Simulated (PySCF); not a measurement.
# AlI: energy against distance

Set-up: PySCF, scalar-relativistic core potentials, basis sets Al def2-SVPD, I def2-SVPD with ECP28. Energies in eV from Al + I in their ground configurations at the same level. State: ¹Σ⁺ (singlet), closed shell.

All columns are PBE0. A positive dipole means Al(−)I(+).

| R (Å) | E (eV) | μ (D) | Mulliken charge on Al (basis-dependent) | HOMO (eV) | LUMO (eV) | Mayer bond order | ⟨S²⟩ |
| --- | --- | --- | --- | --- | --- | --- | --- |
| 2.207 | -3.150 | 0.50 | 0.16 | -6.21 | -1.54 | 1.25 | 0.00 |
| 2.309 | -3.594 | -0.14 | 0.24 | -6.41 | -1.67 | 1.18 | 0.00 |
| 2.412 | -3.833 | -0.82 | 0.30 | -6.59 | -1.80 | 1.12 | 0.00 |
| 2.489 | -3.916 | -1.33 | 0.35 | -6.71 | -1.90 | 1.08 | 0.00 |
| 2.566 | -3.937 | -1.85 | 0.38 | -6.82 | -2.00 | 1.05 | 0.00 |
| 2.643 | -3.912 | -2.37 | 0.41 | -6.91 | -2.10 | 1.02 | 0.00 |
| 2.746 | -3.826 | -3.06 | 0.44 | -7.00 | -2.23 | 0.98 | 0.00 |
| 2.874 | -3.662 | -3.91 | 0.47 | -7.05 | -2.39 | 0.95 | 0.00 |
| 3.028 | -3.418 | -4.91 | 0.49 | -6.83 | -2.58 | 0.92 | 0.00 |
| 3.233 | -3.061 | -6.18 | 0.51 | -6.53 | -2.82 | 0.89 | 0.00 |

A fit through these points gives, at Re = 2.560 Å, μ = -1.81 D and dμ/dR = -6.76 D/Å; the reduced mass is 22.25 u.

Problem. How strong is the fundamental in the double-harmonic approximation, I = 42.26·(dμ/dR)²/μred km/mol?

Solution. I = 42.26·(-6.76)²/22.25 = 86.8 km/mol at PBE0.

Spin–orbit coupling is left out, which matters for elements this heavy, above all for dissociation energies.
